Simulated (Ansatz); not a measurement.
H3ISiSn, singlet, geometry from GFN2-xTB (such geometries of metal compounds can be far from the true shape) (all electrons, no relativity), with bond 6-3 at 1.8 times its length; Ansatz (a program for electronic structure) with CASSCF(4,5)/STO-3G.

Here is a job for Ansatz.
Ansatz 0.2 input:
```yaml
crystal:
  periodic: [false, false, false]
  atoms:
    - {symbol: Sn, position_ang: [-0.30602743, 0.51940684, 1.05613387]}
    - {symbol: I, position_ang: [0.28201972, -1.36048244, -0.81415558]}
    - {symbol: Si, position_ang: [0.00861192, 2.62799569, -0.50658059]}
    - {symbol: H, position_ang: [-0.23465363, 3.91455540, 0.17530026]}
    - {symbol: H, position_ang: [-0.89471816, 2.66014891, -1.67026527]}
    - {symbol: H, position_ang: [2.44674608, 2.88105350, -1.51957375]}
basis:
  gaussian:
    orbitals: STO-3G
hamiltonian:
  xc: hf
magnetization: {spin_polarized: false}
correlation: {active_space: {window: {electrons: 4, orbitals: 5}}}
```

Task: What does Ansatz print? Leave out banner, timings and long lists.

Result: 
```
Functional definition: HF
769 factors; integrals over basis functions are off by at most 4.8e-5 eV
mean field evaluation 1: about -356496.5118 eV, gradient 1.8e1 eV
mean field evaluation 2: about -356496.5329 eV, gradient 1.8e1 eV
mean field evaluation 4: about -356500.2964 eV, gradient 1.8e0 eV
mean field evaluation 8: about -356500.3415 eV, gradient 2.2e-2 eV
mean field evaluation 16: about -356500.2675 eV, gradient 2.5e0 eV
mean field -356500.34150598 eV, -13101.1459057343 hartree, gradient 2.1e-6 eV, S^2 0.000000; 3 other end points of the search recorded, 0 dependent functions left out
reference -356500.34150598 eV, -13101.1459057343 hartree; 60, 60 occupied and 6, 6 virtual orbitals, 769 factors
state -356503.50645650 eV, -13101.2622155207 hartree
Total energy: -356503.50645650 eV, -13101.2622155207 hartree
```
